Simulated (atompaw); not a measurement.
# u(r) = r·R(r): atom against pseudo-atom (phosphorus (P))

Columns: radius, all-electron u(r) and pseudo u(r) of the 3s shell (level -28.42 eV) of phosphorus in the configuration [Ne] 3s2 3p1.5; PBEsol, scalar-relativistic, PAW (atompaw) scheme, atompaw 4.2.0.5.

| r (bohr) | all-electron | pseudo |
| --- | --- | --- |
| 0.063 | 0.2074 | 0.0505 |
| 0.127 | 0.0389 | 0.1017 |
| 0.190 | -0.1702 | 0.1519 |
| 0.254 | -0.3219 | 0.2024 |
| 0.317 | -0.3925 | 0.2516 |
| 0.381 | -0.3939 | 0.3008 |
| 0.444 | -0.3434 | 0.3484 |
| 0.508 | -0.2568 | 0.3958 |
| 0.571 | -0.1509 | 0.4411 |
| 0.635 | -0.0334 | 0.4857 |
| 0.698 | 0.0844 | 0.5280 |
| 0.762 | 0.2004 | 0.5690 |
| 0.825 | 0.3074 | 0.6073 |
| 0.888 | 0.4050 | 0.6432 |
| 0.952 | 0.4934 | 0.6772 |
| 1.015 | 0.5694 | 0.7078 |
| 1.079 | 0.6354 | 0.7358 |
| 1.142 | 0.6898 | 0.7601 |
| 1.206 | 0.7346 | 0.7812 |
| 1.269 | 0.7692 | 0.7984 |
| 1.333 | 0.7953 | 0.8120 |
| 1.396 | 0.8128 | 0.8215 |
| 1.460 | 0.8233 | 0.8269 |
| 1.523 | 0.8270 | 0.8282 |
| 1.587 | 0.8250 | 0.8252 |
| 1.650 | 0.8180 | 0.8180 |

(1) How many radial nodes do the two functions have?

(2) Is the pseudo-wave norm-conserving?

Answers

(1) The all-electron 3s function has n − l − 1 = 2; the pseudo-wave has 0, since the states of the same l below it are removed with the core.

(2) No, it belongs to a PAW set: the norm inside the radius is not constrained, and the difference is carried by the augmentation charge.
